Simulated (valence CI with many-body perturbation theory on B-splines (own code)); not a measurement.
Questions on Zr³³⁺

Computed by valence CI with perturbative core correlation (CI+MBPT): five valence electrons over a frozen Dirac-Fock core [He], radial functions for each j: 11 s, 11 p, 10 d, 8 f, 5 g, 2 h, with the one-electron correlation potential Σ1 (screened to all orders), the two-electron term Σ2, the three-electron term Σ3, Breit, model QED; selected single and double excitations, second order for the rest, scaled by the run's own slope (own B-spline code, finite nucleus).

The last digits are not significant, and no measured levels were compared; by estimate large intervals hold to a few tenths of a per cent, small ones and those within an open d or f shell to about a per cent. Among the levels kept, up to 10000 cm⁻¹ of a level comes from second order outside the variational space, and about a tenth of that is noise between levels of different J, which matters for small intervals.

Levels are named by their leading jj configuration (3d3/2^4 stands for four electrons in 3d with j = 3/2), which in mixed levels can hold well under half, so a name can repeat and another be missing.

Rates and lifetimes use the calculated energies. Strong lines usually hold to 10 to 20 %, long lifetimes can be off by a factor of two.

**Question.** What is the ground level?

**Answer.** (2s^2 2p1/2^2 2p3/2) J=3/2, composition 40 % 2s²2p³ ²P° + 39 % 2s²2p³ ⁴S° + 21 % 2s²2p³ ²D°, g = 1.468.

**Question.** Among levels below 2922.8 eV, which E1 lines absorb most strongly from the ground level?

**Answer.** to (2s^2 2p1/2^2 3d5/2) J=5/2 at 0.4926 nm, f = 0.400; to (2s^2 2p1/2 2p3/2 3d3/2) J=3/2 at 0.4756 nm, f = 0.390; to (2s^2 2p1/2 2p3/2 3d3/2) J=5/2 at 0.4758 nm, f = 0.347.

**Question.** How well does LS coupling describe the low levels?

**Answer.** Among the lowest 20 levels the leading LS term, summed over configurations, holds 66 % on average. For single configurations the figures are 65 % in LS and 94 % in jj coupling. Terms mix most in the J = 3/2 level at 2457.4 eV, where the leading one holds 28 %.

**Question.** Where does the other parity begin?

**Answer.** At (2s 2p1/2^2 2p3/2^2) J=5/2, 222.8 eV.

**Question.** Name the longest-lived excited levels whose lifetime is computed, and their main decay.

**Answer.** (2s^2 2p1/2 2p3/2^2) J=5/2 at 93.1 eV lives 1.02 μs, mostly by M1 to (2s^2 2p1/2^2 2p3/2) J=3/2; (2s^2 2p1/2 2p3/2^2) J=1/2 at 112.6 eV lives 187 ns, mostly by M1 to (2s^2 2p1/2^2 2p3/2) J=3/2; (2s^2 2p1/2 2p3/2^2) J=3/2 at 78.2 eV lives 186 ns, mostly by M1 to (2s^2 2p1/2^2 2p3/2) J=3/2.
